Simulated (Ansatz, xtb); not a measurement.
# ClFGeH2Si+: where a starting geometry ends

The starting geometry of this gas-phase doublet was built from a drawn formula by distance geometry and a force field; its bonds are those of `[F][Ge]([SiH2+])[Cl]`.

```json
{"atom": "Cl", "x (Å)": "-1.1371", "y (Å)": "1.2249", "z (Å)": "-2.9004"}
{"atom": "F", "x (Å)": "-1.2839", "y (Å)": "-1.4293", "z (Å)": "-1.0668"}
{"atom": "Ge", "x (Å)": "-1.3462", "y (Å)": "0.3264", "z (Å)": "-0.9363"}
{"atom": "Si", "x (Å)": "0.2762", "y (Å)": "1.0687", "z (Å)": "0.4785"}
{"atom": "H", "x (Å)": "1.6750", "y (Å)": "0.8956", "z (Å)": "0.1231"}
{"atom": "H", "x (Å)": "-0.0990", "y (Å)": "1.8652", "z (Å)": "1.6855"}
```

Predict what becomes of its bonds when it is optimised with r2SCAN-D4/def2-SVP.

It keeps its bonds, and is `[F][Ge]([SiH2+])[Cl]`.

The energy falls by 1.09 eV over 15 steps:

| step | E − E(last) (eV) |
| --- | --- |
| 1 | 1.093 |
| 3 | 0.483 |
| 4 | 0.351 |
| 6 | 0.152 |
| 7 | 0.138 |
| 9 | 0.048 |
| 10 | 0.036 |
| 12 | 0.005 |
| 13 | 0.000 |
| 15 | 0.000 |

Final geometry (Å):

```yaml
atoms:
  - { symbol: Cl, position_ang: [-0.7473, 0.4871, -3.2091] }
  - { symbol: F, position_ang: [-2.2022, -0.7401, -0.7333] }
  - { symbol: Ge, position_ang: [-0.9311, 0.3169, -1.1452] }
  - { symbol: Si, position_ang: [0.5917, 0.9358, 0.5322] }
  - { symbol: H, position_ang: [1.4370, 2.0654, 0.0780] }
  - { symbol: H, position_ang: [-0.0631, 0.8863, 1.8610] }
```

From the same start GFN2-xTB ends elsewhere, differing in F2–Ge3 (2.91 against 1.70 Å here), F2–Si4 (1.61 against 3.50 Å here).

No frequencies were run, so the end isn't proven a minimum. Open shells are spin-unrestricted. Run with Ansatz 0.2.0, 54 s on 2 threads of Intel(R) Xeon(R) 6975P-C (Granite Rapids) (shared host).
